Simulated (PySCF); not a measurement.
A side-by-side comparison of computed properties.

First species: C5H14NP.
Structure used (GFN2-xTB), in Å, numbered top down from 1:
```
atom  x, y, z in Å
C1     2.5524   -0.6294    0.9065
N2     1.5947    0.4213    0.5943
P3     0.6977    0.2359   -0.8780
C4    -0.0444    1.9309   -0.8471
C5    -0.7208   -0.7828   -0.1636
C6    -1.3933   -0.1706    1.0569
C7    -1.7228   -1.0879   -1.2718
H8     2.8770   -0.5128    1.9421
H9     3.4376   -0.6276    0.2620
H10    2.0598   -1.5952    0.8059
H11    2.0674    1.3216    0.5868
H12   -0.9520    1.9377   -1.4459
H13    0.6624    2.6279   -1.2969
H14   -0.2618    2.2384    0.1736
H15   -0.2488   -1.7276    0.1383
H16   -2.0145    0.6764    0.7745
H17   -2.0306   -0.9095    1.5408
H18   -0.6451    0.1618    1.7730
H19   -2.2286   -0.1798   -1.5955
H20   -2.4780   -1.7909   -0.9229
H21   -1.2173   -1.5209   -2.1335
```

Second species: C7H15PSi.
Cartesian coordinates in Å at the GFN2-xTB level; atoms count from 1:
```xyz
24
C7H15PSi angstrom
C     -3.723   -0.148    0.133
C     -2.628    0.279    0.733
C     -1.253    0.325    0.144
C     -1.059   -0.388   -1.192
C      0.460   -0.496   -1.324
C      1.005   -0.569    0.121
Si     2.348    0.748    0.435
P      3.799    0.644   -1.269
C     -0.216   -0.370    1.033
H     -4.677   -0.148    0.633
H     -3.723   -0.512   -0.881
H     -2.682    0.643    1.753
H     -0.960    1.377    0.033
H     -1.504   -1.383   -1.135
H     -1.509    0.148   -2.027
H      0.847    0.389   -1.838
H      0.757   -1.364   -1.911
H      1.428   -1.561    0.303
H      2.951    0.543    1.760
H      1.767    2.097    0.395
H      4.403   -0.530   -0.856
H      4.757    1.423   -0.649
H      0.017    0.210    1.925
H     -0.616   -1.335    1.354
```

Levels: PBE0/pcSseg-1 for HOMO energy, LUMO energy and HOMO–LUMO gap. Geometries: GFN2-xTB. Each structure is a single optimised conformer of the isolated species, non-relativistic unless stated. Electronic properties by PySCF.

Dipoles, sizes and rotational constants follow the conformer. The torsions of the flexible species, by atom-mapped SMILES:
- `[CH3:1][NH:2][P:3]([CH3:4])[CH:5]([CH3:6])[CH3:7]`: C1–N2–P3–C4 -170°, N2–P3–C5–C6 53°

The conformers of `C=C[C@@H]1CC[C@@H]([SiH2]P)C1` aren't listed.

```
     property  column X  column Y
  HOMO energy  -5.64 eV  -7.35 eV
  LUMO energy   1.04 eV   0.36 eV
HOMO–LUMO gap   6.68 eV   7.71 eV
```

Q: Which column belongs to which species?

A: Column X is the first species and column Y the second. The first has 21 atoms and 66 electrons, the second 24 and 86.

Q: How does each property change from the first species to the second?

A: HOMO energy -1.71 eV; LUMO energy -0.68 eV; HOMO–LUMO gap +1.03 eV.

